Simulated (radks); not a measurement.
Results of a calculation; reference values are marked as such.
The technetium ion Tc2+, 41 electrons, occupied as [Kr] 4d5.

Code: a radial shooting solver on a logarithmic mesh with Libxc functionals. Model: scalar-relativistic Kohn-Sham, exchange-only LDA, spin-polarised, spherical densities, finite nucleus; open shells are filled with parallel spins first (spin-orbit coupling, left out, can overturn this in heavy ions); Fermi nuclear charge, rms radius 4.4112 fm.

Energy parts (eV):
| part | energy |
|---|---|
| total | -116372.471 |
| kinetic | 120205.244 |
| electron-nucleus | -280104.807 |
| Hartree | 46783.495 |
| exchange | -3256.404 |

Orbitals (lengths in bohr, moments of r in powers of bohr; <r^-3> diverges for s and p1/2; r(90%) holds 90 % of the orbital's charge):
orbital,occ.,eigenvalue (eV),<r^2>,<r^-3>,r(90%)
1s down,1,-20852.88,0.001590,-,0.0615
1s up,1,-20852.87,0.001590,-,0.0615
2s up,1,-2987.955,0.02644,-,0.231
2s down,1,-2987.307,0.02644,-,0.231
2p up,3,-2677.570,0.02079,2765,0.212
2p down,3,-2677.070,0.02079,2766,0.212
3s up,1,-531.6821,0.1986,-,0.615
3s down,1,-531.2079,0.1984,-,0.615
3p up,3,-429.8477,0.2025,467.6,0.630
3p down,3,-429.3291,0.2022,467.6,0.630
3d up,5,-264.5157,0.1918,62.60,0.638
3d down,5,-263.8180,0.1913,62.63,0.637
4s up,1,-89.4582,1.275,-,1.54
4s down,1,-85.8070,1.256,-,1.53
4p up,3,-61.6185,1.583,70.17,1.74
4p down,3,-57.6578,1.556,72.14,1.73
4d up,5,-22.8665,3.148,5.148,2.56
4d down,0,-18.4774,3.239,5.251,2.61

The highest occupied level is 4d up at -22.867 eV. Spin moment in Bohr magnetons: 5. The spin density at the nucleus is -4.597 e/bohr^3 (1s -0.091, 2s -0.981, 3s 0.025, 4s -3.550). The electron density at the nucleus is 1.018e+05 e/bohr^3 (large components only). The density falls to 0.001 e/bohr^3 at r = 3.55 bohr. Summed over all electrons, <r^2> = 31.40 bohr^2, which gives a Langevin (diamagnetic) susceptibility term of -24.9 x 10^-6 cm^3/mol.
